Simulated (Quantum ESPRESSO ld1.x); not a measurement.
The tungsten ion W5+, configuration [Xe] 4f14 5d1.

All-electron calculation, non-relativistic Kohn-Sham, LDA (Slater exchange, Perdew-Zunger correlation), spin-polarised, spherical densities, point nucleus; open shells are filled with parallel spins first; relativity is left out, which matters for an element this heavy. Program: ld1.x of Quantum ESPRESSO 7.5.

Energy parts (Ry):
total: -30556.6725
kinetic: 30545.8587
electron-nucleus: -72483.5411
Hartree: 11974.9507
exchange-correlation: -593.9408

Orbitals (lengths in bohr, moments of r in powers of bohr; r(max) is where P^2 peaks):
| orbital | occ. | eigenvalue (Ry) | r(max) |
|---|---|---|---|
| 1s up | 1 | -4686.48 | 0.014 |
| 1s down | 1 | -4686.48 | 0.014 |
| 2s up | 1 | -774.110 | 0.074 |
| 2s down | 1 | -774.105 | 0.074 |
| 2p up | 3 | -742.427 | 0.058 |
| 2p down | 3 | -742.423 | 0.058 |
| 3s up | 1 | -180.101 | 0.203 |
| 3s down | 1 | -180.098 | 0.203 |
| 3p up | 3 | -165.371 | 0.191 |
| 3p down | 3 | -165.368 | 0.191 |
| 3d up | 5 | -137.823 | 0.151 |
| 3d down | 5 | -137.819 | 0.151 |
| 4s up | 1 | -39.4991 | 0.457 |
| 4s down | 1 | -39.4943 | 0.457 |
| 4p up | 3 | -33.3478 | 0.457 |
| 4p down | 3 | -33.3427 | 0.460 |
| 4d up | 5 | -22.1171 | 0.453 |
| 4d down | 5 | -22.1110 | 0.453 |
| 5s up | 1 | -9.03513 | 1.05 |
| 5s down | 1 | -8.98840 | 1.04 |
| 4f up | 7 | -7.44941 | 0.421 |
| 4f down | 7 | -7.43905 | 0.421 |
| 5p up | 3 | -7.19121 | 1.12 |
| 5p down | 3 | -7.13961 | 1.12 |
| 5d up | 1 | -4.32014 | 1.36 |
| 5d down | 0 | -4.26128 | 1.36 |

The highest occupied level is 5d up at -58.778 eV. Virial ratio -V/T = 2.00035. Summed over all electrons, <r^2> = 28.26 bohr^2, which gives a Langevin (diamagnetic) susceptibility term of -22.4 x 10^-6 cm^3/mol.
